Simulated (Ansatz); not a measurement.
Total energies of benzoate, `O=C([O-])c1ccccc1` from Ansatz at PBE-D4/def2-TZVPD, gas phase (1 Eh = 27.2114 eV = 2625.5 kJ/mol). The reference geometry is relaxed at PBE-D4/def2-SVPD.

```
atom   x (Å)   y (Å)   z (Å)
  O1  -0.470  -2.864   1.318
  C2  -0.126  -2.423   0.184
  O3   0.162  -3.063  -0.867
  C4  -0.045  -0.877   0.067
  C5  -0.343  -0.053   1.170
  C6  -0.272   1.345   1.068
  C7   0.101   1.946  -0.148
  C8   0.400   1.133  -1.256
  C9   0.327  -0.264  -1.146
 H10  -0.630  -0.560   2.103
 H11  -0.508   1.976   1.940
 H12   0.157   3.042  -0.232
 H13   0.693   1.597  -2.212
 H14   0.554  -0.933  -1.989
```

| state | geometry | energy (Eh) |
| --- | --- | --- |
| charge -1 singlet | reference | -419.96094 |
| charge 0 doublet | reference | -419.82408 |
| charge 0 doublet | relaxed at PBE-D4/def2-SVPD | -419.84146 |

Q: Work out the vertical ionisation energy to the doublet.

A: E(charge 0 doublet) − E(charge -1 singlet) = -419.82408 − (-419.96094) = 0.13686 Eh = 3.72 eV. For comparison, −ε of the highest occupied level is 0.29 eV at this level, 3.43 eV less.

Q: How much does the charge 0 doublet relax, and what is the adiabatic ionisation energy?

A: Relaxation: -419.82408 − (-419.84146) = 0.01738 Eh = 0.47 eV. Adiabatic ionisation energy: 0.11948 Eh = 3.25 eV, without zero-point energy. 

At PBE-D4/def2-TZVPD the gap within one spin of the charge 0 doublet nearly closes, so an electron or hole may be smeared out by delocalisation error.
